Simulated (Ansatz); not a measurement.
A nudged elastic band was laid between two geometries of GeH5S (7 atoms, charge 1, multiplicity 1).

These are results of Ansatz 0.2.0, RKS PBE-D4/def2-SVP, not measurements.

```json
{"movable images": "5", "climbing image": "yes", "spring": "5.0 eV/Å²", "optimiser": "quadratic models (default)", "start path": "IDPP", "force threshold": "0.03 eV/Å", "iteration limit": "60", "end points": "relaxed"}
```

Image 0:

```xyz
7
Properties=species:S:1:pos:R:3
S -0.237 -1.392 -0.410
Ge 0.405 0.936 -0.076
H -0.026 -1.840 0.869
H -1.588 -1.252 -0.226
H -0.134 1.503 -1.398
H -0.345 1.313 1.211
H 1.924 0.732 0.029
```

Image 6:

```xyz
7
Properties=species:S:1:pos:R:3
S -0.969 -1.106 0.062
Ge 0.294 0.980 -0.005
H -0.200 -1.770 0.982
H -0.375 -1.728 -1.005
H -0.360 1.593 -1.252
H -0.135 1.542 1.358
H 1.745 0.489 -0.140
```

(1) What changes between the two ends?

(2) Give the energies along the band, and the barrier.

(3) What is the geometry of the highest image?

(4) What are the harmonic wavenumbers there?

## Answers

(1) No bond is made or broken. The height of S1 over the plane of its neighbours goes from 0.80 to -0.80 Å. The two ends are copies of one structure, up to a mirror image or an exchange of like atoms.

(2) The forces met the threshold. The highest image is number 3 of 0 to 6, 0.72 eV above the ends, which have the same energy within 2 meV. A vibrational analysis at the climbing image gives one clearly imaginary mode, 640i cm⁻¹: a first-order saddle point. Limits of this set-up: the dipole of an ion depends on the origin.

```tsv
image	path coordinate (Å)	energy (eV)	height of S1 over the plane of its neighbours (Å)
0	0.00	0.00	0.80
1	0.51	0.01	0.79
2	1.02	0.21	0.55
3	1.53	0.72	0.00
4	2.05	0.21	-0.55
5	2.56	0.01	-0.79
6	3.07	0.00	-0.80
```

(3) 
```xyz
7
Properties=species:S:1:pos:R:3
S -0.548 -1.108 0.128
Ge 0.533 1.046 -0.100
H -0.360 -2.053 1.086
H -1.490 -1.616 -0.708
H -0.232 1.423 -1.379
H 0.100 1.708 1.217
H 1.997 0.600 -0.244
```

(4) 640i, 60, 257, 352, 521, 569, 760, 807, 816, 1097, 2132, 2181, 2186, 2638, 2682 cm⁻¹.

Run time: 55 s on 1 thread of Intel(R) Xeon(R) Platinum 8259CL CPU @ 2.50GHz (Skylake/Cascade Lake), with other jobs on the host, peak memory 0.17 GiB.
